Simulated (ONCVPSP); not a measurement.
# Ranking ONCV potentials for terbium (Tb)

All share these settings but for the change named:

terbium (Tb), optimised norm-conserving Vanderbilt (ONCV), made with ONCVPSP 4.0.1 (LDA (Perdew-Wang 92), fully relativistic). Core [Kr] 4d10 4f8, reference 5s2 5p6 5d1.5 6s1.5. Waves: 5s+6s: rc 2.05 bohr, ncon 4, nbas 7, qcut 7.6 1/bohr, 2 projectors; 5p: rc 2.40 bohr, ncon 3, nbas 8, qcut 4.9 1/bohr, 1 projector; 5d: rc 3.75 bohr, ncon 4, nbas 9, qcut 4.5 1/bohr, 1 projector. Local part: polynomial inside 1.50 bohr (lpopt 3, dvloc0 0 Ha). Core correction: polynomial model core, fcfact 0.65.

Open shells are filled in proportion to 2j + 1.

Test errors are all-electron minus pseudo excitation energies from the reference, over 5s2 5p6 5d1 6s2; 5s2 5p6 5d1 6s1; 5s2 5p6 5d1 6s0; 5s2 5p6 5d1 6s0 6p1. None of these files shows a bound ghost.

The base gives 103.9 meV.

Of 11 variants that were run, those that failed, showed a ghost or another fault, or gave nearly equal values are left out.

A variant can come out equal or close to the base, since the largest error may sit in a test that the change hardly touches while other tests move.

(1) Rank these variants by their largest absolute test error, smallest first.
A. core correction polynomial model core, fcfact 1.16
B. d: nproj 3
C. p: rc 1.62

Results:

(1) C (47.9 meV), A (103.9 meV), B (164.4 meV).
